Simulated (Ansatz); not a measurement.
Ansatz (a first-principles code) input (HF/3-21G): The .json file is the Basis Set Exchange's 3-21G.

Ansatz 0.2 input:
```yaml
crystal:
  periodic: [false, false, false]
  atoms:
    - {symbol: C, position_ang: [0.45829925, -0.57936620, 0.02455460]}
    - {symbol: C, position_ang: [-0.83279352, -0.33917300, 0.06526835]}
    - {symbol: F, position_ang: [-1.75726151, -1.29177166, 0.18320044]}
    - {symbol: F, position_ang: [-1.38679972, 0.87223650, -0.00475880]}
    - {symbol: Cl, position_ang: [1.79667745, 0.54629715, -0.12617132]}
basis:
  gaussian:
    orbitals: 3-21G.json
hamiltonian:
  xc: {name: HF}
magnetization: {spin_polarized: true, initial_magnetization: 1}
phonons: {temperatures: {t_min: 298.15, t_max: 298.15, t_step: 100}}
```

Output:

```
Functional definition: HF
integrals: 0.01 GiB planned
631 factors; integrals over basis functions are off by at most 2.6e-4 eV
mean field: 0.16 GiB planned
mean field evaluation 1: about -19869.4959 eV, gradient 2.0e1 eV
mean field evaluation 2: about -19869.5015 eV, gradient 2.0e1 eV
mean field evaluation 4: about -19871.9685 eV, gradient 2.8e0 eV
mean field evaluation 8: about -19872.1950 eV, gradient 7.9e-1 eV
mean field -19872.28383582 eV, -730.2929610486 hartree, gradient 2.5e-5 eV, S^2 1.000944; 0 other end points of the search recorded, 0 dependent functions left out
the calculation of the forces begins
reference -19872.28383582 eV, -730.2929610486 hartree; 24, 23 occupied and 25, 26 virtual orbitals, 631 factors
these checks for a lower state are left out or cut short: stability, starts, cluster_reference, orbital_swaps, neighbouring_geometries, increment
integrals: 0.01 GiB planned
631 factors; integrals over basis functions are off by at most 2.6e-4 eV
mean field: 0.16 GiB planned
mean field evaluation 16: about -19872.2767 eV, gradient 1.4e-1 eV
mean field -19872.28377396 eV, -730.2929587754 hartree, gradient 2.8e-6 eV, S^2 0.999832; 0 other end points of the search recorded, 0 dependent functions left out
the calculation of the forces begins
reference -19872.28377396 eV, -730.2929587754 hartree; 24, 23 occupied and 25, 26 virtual orbitals, 631 factors
these checks for a lower state are left out or cut short: stability, starts, cluster_reference, orbital_swaps, neighbouring_geometries, increment
integrals: 0.01 GiB planned
631 factors; integrals over basis functions are off by at most 2.6e-4 eV
mean field: 0.16 GiB planned
mean field -19872.28377480 eV, -730.2929588063 hartree, gradient 2.8e-6 eV, S^2 1.002066; 0 other end points of the search recorded, 0 dependent functions left out
the calculation of the forces begins
reference -19872.28377480 eV, -730.2929588063 hartree; 24, 23 occupied and 25, 26 virtual orbitals, 631 factors
these checks for a lower state are left out or cut short: stability, starts, cluster_reference, orbital_swaps, neighbouring_geometries, increment
integrals: 0.01 GiB planned
631 factors; integrals over basis functions are off by at most 2.6e-4 eV
mean field: 0.16 GiB planned
mean field evaluation 32: about -19872.2766 eV, gradient 1.5e-1 eV
mean field -19872.28372086 eV, -730.2929568240 hartree, gradient 2.8e-6 eV, S^2 1.004079; 0 other end points of the search recorded, 0 dependent functions left out
the calculation of the forces begins
reference -19872.28372086 eV, -730.2929568240 hartree; 24, 23 occupied and 25, 26 virtual orbitals, 631 factors
these checks for a lower state are left out or cut short: stability, starts, cluster_reference, orbital_swaps, neighbouring_geometries, increment
integrals: 0.01 GiB planned
631 factors; integrals over basis functions are off by at most 2.6e-4 eV
mean field: 0.16 GiB planned
mean field -19872.28372339 eV, -730.2929569167 hartree, gradient 2.9e-6 eV, S^2 0.997832; 0 other end points of the search recorded, 0 dependent functions left out
the calculation of the forces begins
reference -19872.28372339 eV, -730.2929569167 hartree; 24, 23 occupied and 25, 26 virtual orbitals, 631 factors
these checks for a lower state are left out or cut short: stability, starts, cluster_reference, orbital_swaps, neighbouring_geometries, increment
integrals: 0.01 GiB planned
631 factors; integrals over basis functions are off by at most 2.6e-4 eV
mean field: 0.16 GiB planned
mean field -19872.28362545 eV, -730.2929533177 hartree, gradient 2.8e-6 eV, S^2 1.001825; 0 other end points of the search recorded, 0 dependent functions left out
the calculation of the forces begins
reference -19872.28362545 eV, -730.2929533177 hartree; 24, 23 occupied and 25, 26 virtual orbitals, 631 factors
these checks for a lower state are left out or cut short: stability, starts, cluster_reference, orbital_swaps, neighbouring_geometries, increment
integrals: 0.01 GiB planned
631 factors; integrals over basis functions are off by at most 2.6e-4 eV
mean field: 0.16 GiB planned
mean field -19872.28362850 eV, -730.2929534297 hartree, gradient 2.8e-6 eV, S^2 1.000070; 0 other end points of the search recorded, 0 dependent functions left out
the calculation of the forces begins
reference -19872.28362850 eV, -730.2929534297 hartree; 24, 23 occupied and 25, 26 virtual orbitals, 631 factors
these checks for a lower state are left out or cut short: stability, starts, cluster_reference, orbital_swaps, neighbouring_geometries, increment
integrals: 0.01 GiB planned
631 factors; integrals over basis functions are off by at most 2.6e-4 eV
mean field: 0.16 GiB planned
mean field evaluation 64: about -19872.2837 eV, gradient 2.4e-2 eV
[...]
631 factors; integrals over basis functions are off by at most 2.6e-4 eV
mean field: 0.16 GiB planned
mean field -19872.28367028 eV, -730.2929549653 hartree, gradient 2.8e-6 eV, S^2 1.003994; 0 other end points of the search recorded, 0 dependent functions left out
the calculation of the forces begins
reference -19872.28367028 eV, -730.2929549653 hartree; 24, 23 occupied and 25, 26 virtual orbitals, 631 factors
these checks for a lower state are left out or cut short: stability, starts, cluster_reference, orbital_swaps, neighbouring_geometries, increment
integrals: 0.01 GiB planned
631 factors; integrals over basis functions are off by at most 2.6e-4 eV
mean field: 0.16 GiB planned
mean field -19872.28374325 eV, -730.2929576467 hartree, gradient 2.8e-6 eV, S^2 1.000468; 0 other end points of the search recorded, 0 dependent functions left out
the calculation of the forces begins
reference -19872.28374325 eV, -730.2929576467 hartree; 24, 23 occupied and 25, 26 virtual orbitals, 631 factors
these checks for a lower state are left out or cut short: stability, starts, cluster_reference, orbital_swaps, neighbouring_geometries, increment
integrals: 0.01 GiB planned
631 factors; integrals over basis functions are off by at most 2.6e-4 eV
mean field: 0.16 GiB planned
mean field -19872.28374307 eV, -730.2929576400 hartree, gradient 2.8e-6 eV, S^2 1.001417; 0 other end points of the search recorded, 0 dependent functions left out
the calculation of the forces begins
reference -19872.28374307 eV, -730.2929576400 hartree; 24, 23 occupied and 25, 26 virtual orbitals, 631 factors
these checks for a lower state are left out or cut short: stability, starts, cluster_reference, orbital_swaps, neighbouring_geometries, increment
integrals: 0.01 GiB planned
631 factors; integrals over basis functions are off by at most 2.6e-4 eV
mean field: 0.16 GiB planned
mean field evaluation 96: about -19872.2838 eV, gradient 4.1e-5 eV
mean field -19872.28378719 eV, -730.2929592616 hartree, gradient 2.8e-6 eV, S^2 1.000809; 0 other end points of the search recorded, 0 dependent functions left out
the calculation of the forces begins
reference -19872.28378719 eV, -730.2929592616 hartree; 24, 23 occupied and 25, 26 virtual orbitals, 631 factors
these checks for a lower state are left out or cut short: stability, starts, cluster_reference, orbital_swaps, neighbouring_geometries, increment
integrals: 0.01 GiB planned
631 factors; integrals over basis functions are off by at most 2.6e-4 eV
mean field: 0.16 GiB planned
mean field -19872.28378739 eV, -730.2929592688 hartree, gradient 2.8e-6 eV, S^2 1.001082; 0 other end points of the search recorded, 0 dependent functions left out
the calculation of the forces begins
reference -19872.28378739 eV, -730.2929592688 hartree; 24, 23 occupied and 25, 26 virtual orbitals, 631 factors
these checks for a lower state are left out or cut short: stability, starts, cluster_reference, orbital_swaps, neighbouring_geometries, increment
integrals: 0.01 GiB planned
631 factors; integrals over basis functions are off by at most 2.6e-4 eV
mean field: 0.16 GiB planned
mean field -19872.28370359 eV, -730.2929561894 hartree, gradient 2.8e-6 eV, S^2 1.001474; 0 other end points of the search recorded, 0 dependent functions left out
the calculation of the forces begins
reference -19872.28370359 eV, -730.2929561894 hartree; 24, 23 occupied and 25, 26 virtual orbitals, 631 factors
these checks for a lower state are left out or cut short: stability, starts, cluster_reference, orbital_swaps, neighbouring_geometries, increment
integrals: 0.01 GiB planned
631 factors; integrals over basis functions are off by at most 2.6e-4 eV
mean field: 0.16 GiB planned
mean field -19872.28370100 eV, -730.2929560942 hartree, gradient 2.8e-6 eV, S^2 1.000411; 0 other end points of the search recorded, 0 dependent functions left out
the calculation of the forces begins
reference -19872.28370100 eV, -730.2929560942 hartree; 24, 23 occupied and 25, 26 virtual orbitals, 631 factors
these checks for a lower state are left out or cut short: stability, starts, cluster_reference, orbital_swaps, neighbouring_geometries, increment
integrals: 0.01 GiB planned
631 factors; integrals over basis functions are off by at most 2.6e-4 eV
mean field: 0.16 GiB planned
mean field evaluation 128: about -19872.2838 eV, gradient 2.8e-6 eV
mean field -19872.28380891 eV, -730.2929600598 hartree, gradient 2.8e-6 eV, S^2 1.000906; 0 other end points of the search recorded, 0 dependent functions left out
the calculation of the forces begins
reference -19872.28380891 eV, -730.2929600598 hartree; 24, 23 occupied and 25, 26 virtual orbitals, 631 factors
these checks for a lower state are left out or cut short: stability, starts, cluster_reference, orbital_swaps, neighbouring_geometries, increment
integrals: 0.01 GiB planned
631 factors; integrals over basis functions are off by at most 2.6e-4 eV
mean field: 0.16 GiB planned
mean field -19872.28380974 eV, -730.2929600903 hartree, gradient 2.8e-6 eV, S^2 1.000985; 0 other end points of the search recorded, 0 dependent functions left out
the calculation of the forces begins
reference -19872.28380974 eV, -730.2929600903 hartree; 24, 23 occupied and 25, 26 virtual orbitals, 631 factors
these checks for a lower state are left out or cut short: stability, starts, cluster_reference, orbital_swaps, neighbouring_geometries, increment
integrals: 0.01 GiB planned
631 factors; integrals over basis functions are off by at most 2.6e-4 eV
mean field: 0.16 GiB planned
mean field -19872.28380776 eV, -730.2929600173 hartree, gradient 2.8e-6 eV, S^2 1.001126; 0 other end points of the search recorded, 0 dependent functions left out
the calculation of the forces begins
reference -19872.28380776 eV, -730.2929600173 hartree; 24, 23 occupied and 25, 26 virtual orbitals, 631 factors
these checks for a lower state are left out or cut short: stability, starts, cluster_reference, orbital_swaps, neighbouring_geometries, increment
integrals: 0.01 GiB planned
631 factors; integrals over basis functions are off by at most 2.6e-4 eV
mean field: 0.16 GiB planned
mean field -19872.28380672 eV, -730.2929599791 hartree, gradient 2.8e-6 eV, S^2 1.000761; 0 other end points of the search recorded, 0 dependent functions left out
the calculation of the forces begins
reference -19872.28380672 eV, -730.2929599791 hartree; 24, 23 occupied and 25, 26 virtual orbitals, 631 factors
these checks for a lower state are left out or cut short: stability, starts, cluster_reference, orbital_swaps, neighbouring_geometries, increment
integrals: 0.01 GiB planned
631 factors; integrals over basis functions are off by at most 2.6e-4 eV
mean field: 0.16 GiB planned
mean field -19872.28381052 eV, -730.2929601189 hartree, gradient 2.8e-6 eV, S^2 1.001029; 0 other end points of the search recorded, 0 dependent functions left out
the calculation of the forces begins
reference -19872.28381052 eV, -730.2929601189 hartree; 24, 23 occupied and 25, 26 virtual orbitals, 631 factors
these checks for a lower state are left out or cut short: stability, starts, cluster_reference, orbital_swaps, neighbouring_geometries, increment
integrals: 0.01 GiB planned
631 factors; integrals over basis functions are off by at most 2.6e-4 eV
mean field: 0.16 GiB planned
mean field evaluation 160: about -19872.2768 eV, gradient 3.1e-5 eV
mean field -19872.28381020 eV, -730.2929601071 hartree, gradient 2.8e-6 eV, S^2 1.000860; 0 other end points of the search recorded, 0 dependent functions left out
the calculation of the forces begins
reference -19872.28381020 eV, -730.2929601071 hartree; 24, 23 occupied and 25, 26 virtual orbitals, 631 factors
Total energy: -19872.28383582 eV, -730.2929610486 hartree
Atom 0 at     0.458299    -0.579366     0.024555 Å, force    -0.000881    -0.000159     0.000053 eV/Å
Atom 1 at    -0.832794    -0.339173     0.065268 Å, force     0.001101    -0.000460    -0.000015 eV/Å
Atom 2 at    -1.757262    -1.291772     0.183200 Å, force    -0.000046     0.000141    -0.000009 eV/Å
Atom 3 at    -1.386800     0.872236    -0.004759 Å, force    -0.000254     0.000284    -0.000011 eV/Å
Atom 4 at     1.796677     0.546297    -0.126171 Å, force     0.000081     0.000195    -0.000019 eV/Å
Dipole moment:     0.090138    -0.069873     0.001350 e Å
Vibrations: 165.88 230.39 424.33 559.57 584.17 772.89 1062.43 1442.10 1783.12 cm⁻¹, zero-point energy 0.435487 eV
```

The blocks after the first are displaced geometries, from whose forces the wavenumbers follow.

The determinant is spin-contaminated: <S^2> is 1.00 against 0.75 for a pure state.
